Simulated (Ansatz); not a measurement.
# Redistribution: CH2BrI + C4H9Cl → CH2ClI + C4H9Br

Species: CH2BrI (bromoiodomethane) `BrCI`, singlet; C4H9Cl (2-chloro-2-methylpropane) `CC(C)(C)Cl`, singlet; CH2ClI (chloroiodomethane) `ClCI`, singlet; C4H9Br (2-bromo-2-methylpropane) `CC(C)(C)Br`, singlet. The partners trade Br for Cl; both sit on C, so the bond types are kept.

Shapes, held fixed at every level: PBE0-D4/def2-TZVP. Programs: Ansatz 0.2.0. The zero-point and thermal change to 298 K, harmonic and unscaled (PBE0-D4/def2-TZVP), is +0.3 kJ/mol.

Problem. Estimate ΔH(298 K) of this reaction.

Solution. The highest level, CCSD(T)/def2-TZVPP, gives ΔH(298 K) = +1.7 kJ/mol; the levels span +0.5 to +5.2. That is about zero within the method's error. The column of differences is taken from that level and isn't an error. No measured value is set beside it here. For atoms past krypton def2 sets carry core potentials with scalar relativity. Relativity is left out for Br unless named. Correlated rows may include outer-core shells of Br, I, which these sets cover unevenly.

```
             level                    kind  ΔH(298 K) (kJ/mol)  less CCSD(T)/def2-TZVPP
  SPW92/def2-TZVPP                     LDA                +0.5                     -1.2
 PBE-D4/def2-TZVPP                     GGA                +0.8                     -0.9
wB97M-V/def2-TZVPP  range-separated hybrid                +2.5                     +0.8
      MP2/def2-SVP     perturbation theory                +4.2                     +2.5
  CCSD(T)/def2-SVP   coupled cluster or CI                +4.9                     +3.2
     CCSD/def2-SVP   coupled cluster or CI                +5.2                     +3.5
CCSD(T)/def2-TZVPP   coupled cluster or CI                +1.7                      0.0
```
